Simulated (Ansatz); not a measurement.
Ansatz (a program for electronic structure) input (RI-MP2/def2-QZVPPD):
A basis named .json is the Basis Set Exchange file of that set.

Ansatz 0.2 input:
```yaml
crystal:
  periodic: [false, false, false]
  atoms:
    - {symbol: W, position_ang: [-0.00000000, -0.00000000, -0.41228365]}
    - {symbol: O, position_ang: [0.00000000, 0.00000000, 2.67972583]}
    - {symbol: C, position_ang: [0.00000000, 0.00000000, 1.51186396]}
basis:
  gaussian:
    orbitals: def2-QZVPPD.json
    fitting: {mean_field: def2-universal-jkfit, correlation: def2-QZVPPD-RIFIT.json}
total_charge: -1
magnetization: {spin_polarized: true, initial_magnetization: 3}
correlation: {method: mp2, electrons: outside_noble_gas}
```

Output:

```
Functional definition: HF
integrals: 0.19 GiB planned
379 factors; integrals over basis functions are off by at most 1.2e0 eV
575 factors; integrals over basis functions are off by at most 5.9e0 eV
mean field: 0.56 GiB planned
mean field evaluation 1: about -4870.9811 eV, gradient 1.5e1 eV
mean field evaluation 2: about -4872.6591 eV, gradient 7.8e0 eV
mean field evaluation 4: about -4873.3057 eV, gradient 2.3e0 eV
mean field evaluation 8: about -4873.8575 eV, gradient 1.1e0 eV
mean field evaluation 16: about -4779.0173 eV, gradient 5.2e2 eV
mean field evaluation 32: about -4782.6271 eV, gradient 5.2e2 eV
mean field evaluation 64: about -4710.2445 eV, gradient 1.2e2 eV
mean field evaluation 96: about -4873.4017 eV, gradient 1.2e-2 eV
mean field evaluation 128: about -4873.9640 eV, gradient 2.3e0 eV
mean field evaluation 160: about -4872.2964 eV, gradient 3.2e-6 eV
mean field evaluation 192: about -4872.3252 eV, gradient 5.2e-1 eV
mean field evaluation 224: about -4872.5106 eV, gradient 3.4e0 eV
mean field evaluation 256: about -4872.6071 eV, gradient 3.4e0 eV
mean field evaluation 288: about -4872.9536 eV, gradient 2.2e0 eV
mean field evaluation 320: about -4873.7070 eV, gradient 2.6e-1 eV
mean field evaluation 352: about -4873.7034 eV, gradient 1.8e-1 eV
mean field -4874.23394549 eV, -179.1247936222 hartree, gradient 1.7e-6 eV, S^2 4.975764; 24 other end points of the search recorded, 0 dependent functions left out
6 core orbitals not correlated
reference -4874.23394549 eV, -179.1247936222 hartree; 10, 7 occupied and 197, 200 virtual orbitals, 575 factors
second order -14.36256523 eV of doubles, -0.00000000 eV of singles
Total energy: -4888.59651072 eV, -179.6526081593 hartree
```

This state (charge -1, quartet) is run at the relaxed geometry of the species with charge 0 and multiplicity 5.

The determinant is spin-contaminated: <S^2> is 4.98 against 3.75 for a pure state.
